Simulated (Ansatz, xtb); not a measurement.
# C4H7FGe: which of two isomers lies lower

Structure I: `C=C/C(F)=[CH]\[GeH3]`, a singlet. Structure II: `C=C/[C]([GeH3])=C\F`, a singlet. Both are isolated molecules in the gas phase, relaxed with PBE0-D3(BJ)/def2-SVP; the shapes shown needn't be the lowest conformers.

I (Å):

```
atom    x (Å)    y (Å)    z (Å)
   C  -2.5042  -2.1799   1.1130
   C  -1.6908  -1.1181   1.0677
   C  -1.4761  -0.2161   2.1897
   C  -0.6809   0.8641   2.2208
   F  -2.1738  -0.5486   3.2834
  Ge   0.3999   1.5009   0.7471
   H  -2.6334  -2.8287   0.2444
   H  -3.0597  -2.4234   2.0215
   H  -1.1392  -0.8836   0.1524
   H  -0.6541   1.4176   3.1645
   H   1.4192   0.4325   0.3062
   H  -0.4771   1.8566  -0.4691
   H   1.1517   2.7568   1.2150
```

II (Å):

```xyz
13

C    -2.2961   -1.7290    1.0973
C    -2.1914   -0.4225    0.8174
C    -1.0629    0.4305    1.1772
C    -1.0461    1.7325    0.8527
F    -2.0411    2.3209    0.1926
Ge    0.4788   -0.2620    2.1444
H    -3.1751   -2.3018    0.7937
H    -1.5156   -2.2756    1.6362
H    -3.0071    0.0678    0.2747
H     1.4665    0.8997    2.3505
H     0.0472   -0.8247    3.5101
H     1.1579   -1.3840    1.3394
H    -0.2395    2.4336    1.0866
```

Quicker runs give these differences E(II) − E(I): GFN2-xTB +1.39 kcal/mol; HF/STO-3G +2.17 kcal/mol (at GFN2-xTB geometries); r2SCAN-D4/def2-SVP +2.41 kcal/mol (at GFN2-xTB geometries).

Estimate E(II) − E(I) at the level CCSD(T)/def2-SVP + ΔMP2/def2-TZVPP.

Too close to call at this level: CCSD(T)/def2-SVP + ΔMP2/def2-TZVPP gives E(II) − E(I) = +1.27 kcal/mol.

How the difference moves with the method:

```csv
level,geometry,E(II) − E(I) (kcal/mol),departure from the last row (kcal/mol),"job, with rough time for the two"
GFN2-xTB,GFN2-xTB,+1.39,+0.12,"optimisation, 0.43 s"
HF/STO-3G,GFN2-xTB,+2.17,+0.90,"single point, 1.9 s"
r2SCAN-D4/def2-SVP,GFN2-xTB,+2.41,+1.14,"single point, 12 s"
PBE0-D3(BJ)/def2-SVP,PBE0-D3(BJ)/def2-SVP,+1.91,+0.63,"optimisation, 2 min"
HF/def2-SVP,PBE0-D3(BJ)/def2-SVP,+2.81,+1.54,part of the CCSD(T) run
MP2/def2-SVP,PBE0-D3(BJ)/def2-SVP,+1.19,−0.09,part of the CCSD(T) run
CCSD(T)/def2-SVP,PBE0-D3(BJ)/def2-SVP,+1.39,+0.12,single point
CCSD(T)/def2-SVP + ΔMP2/def2-TZVPP,PBE0-D3(BJ)/def2-SVP,+1.27,,"single point, 4.4 min"
```

As drawn, both hold the same kinds of bond in the same numbers.

The largest departure from CCSD(T)/def2-SVP + ΔMP2/def2-TZVPP is that of HF/def2-SVP, 1.54 kcal/mol. The last row adds to CCSD(T) the change of the MP2 difference between the two basis sets, here −0.12 kcal/mol.

With thermal terms from frequencies at re-optimised GFN2-xTB minima (ideal gas, soft modes damped towards free rotors, one conformer each, 298.15 K, 1 atm): on the last row, ΔE + ΔZPE = +1.35, ΔH = +1.33, ΔG = +1.55 kcal/mol.

The correlated steps freeze 14 core orbitals; the filled d shell of Ge is correlated, in a basis made for valence electrons. Programs: Ansatz 0.2.0, xtb 6.7.1; the last row on 2 threads of AMD EPYC (Zen 3) on a shared host.
